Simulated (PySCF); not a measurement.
Computed Raman spectrum (relative Raman activity) of a molecule C₂H₆ClFSi. The structure is a stationary point at B3LYP-D3(BJ)/def2-SVP. One conformer was computed; it need not be the lowest. Calculation: B3LYP-D3(BJ)/def2-SVP in PySCF. Frequencies are harmonic and unscaled.

ν (cm⁻¹): 506 (vw), 527 (vw), 607 (w), 663 (w), 795 (vw), 851 (vw), 927 (w), 953 (m), 957 (m), 1095 (vw), 1200 (w), 1242 (w), 1296 (vw), 1373 (w), 1417 (w), 2222 (vs), 2246 (vs), 2252 (m), 3044 (s), 3097 (vs), 3106 (s) (against the strongest line: vs over 80 %, s over 45 %, m over 15 %, w over 4 %, vw less)

Question: Which structure fits?
A) C[Si](C)(F)Cl
B) F[C@@H](Cl)C[SiH3]
C) CC[Si@@H](F)Cl
D) C[Si@H](Cl)CF

Answer: B, F[C@@H](Cl)C[SiH3]
